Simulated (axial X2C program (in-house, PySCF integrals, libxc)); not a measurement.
## Curves of DyI⁺ from open-shell CI on f9 s1

Calculated with an axial X2C code built on PySCF integrals: two-component X2C with atomic mean-field Coulomb and Gaunt terms, basis Dy dyall-v2z, I dyall-v2z (cores contracted in-house). Orbitals come from Hartree–Fock averaged over the configuration Dy f9 s1; CI then distributes these electrons over the f, s shells of Dy.

Scan along the bond; masses Dy 163.929 u, I 126.904 u. Energies in cm⁻¹ from the lowest point; levels are followed by energy order within each Ω. Lowest level at 2.753 Å: 100% f9 s1.

```
R (Å)  (1)Ω=8  (1)Ω=7  (1)Ω=6  (1)Ω=5  (1)Ω=4
2.560    2197    2596    2929    3183    3359
2.657     481     880    1216    1477    1660
2.753       0     396     731     993    1178
2.863     506     896    1228    1488    1673
2.973    1787    2173    2499    2756    2939
3.097    3832    4212    4533    4785    4966
3.249    6835    7211    7527    7775    7952
```

Q: Fit the curves (1)Ω=8, (1)Ω=7, (1)Ω=6, (1)Ω=5, (1)Ω=4 near their minima.

A: From the open-shell CI curves, Te from the lowest:

```json
{"level": "(1)Ω=8", "Te (cm⁻¹)": "0", "Re (Å)": "2.753", "ωe (cm⁻¹)": "210.6"}
{"level": "(1)Ω=7", "Te (cm⁻¹)": "396", "Re (Å)": "2.753", "ωe (cm⁻¹)": "210.3"}
{"level": "(1)Ω=6", "Te (cm⁻¹)": "731", "Re (Å)": "2.753", "ωe (cm⁻¹)": "209.9"}
{"level": "(1)Ω=5", "Te (cm⁻¹)": "993", "Re (Å)": "2.753", "ωe (cm⁻¹)": "209.6"}
{"level": "(1)Ω=4", "Te (cm⁻¹)": "1178", "Re (Å)": "2.753", "ωe (cm⁻¹)": "209.3"}
```

Without dynamic correlation distances can be off by several hundredths of an Å (long for ionic bonds, short for multiple bonds) and the wavenumbers are rough.

The 5 lowest curves are shown; the next is (1)Ω=3, from 1296 cm⁻¹.

Dynamic correlation is missing, so gaps between terms are too wide and other configurations may lie lower; the lowest level listed is that of this model, not necessarily the ground state. At most 4 roots were kept for each Ω > 0 (twice that for Ω = 0) within 2.2 eV of the lowest, so higher up levels can be missing between those listed; levels with Ω > 0 are doubly degenerate and listed once, Ω = 0 levels singly.
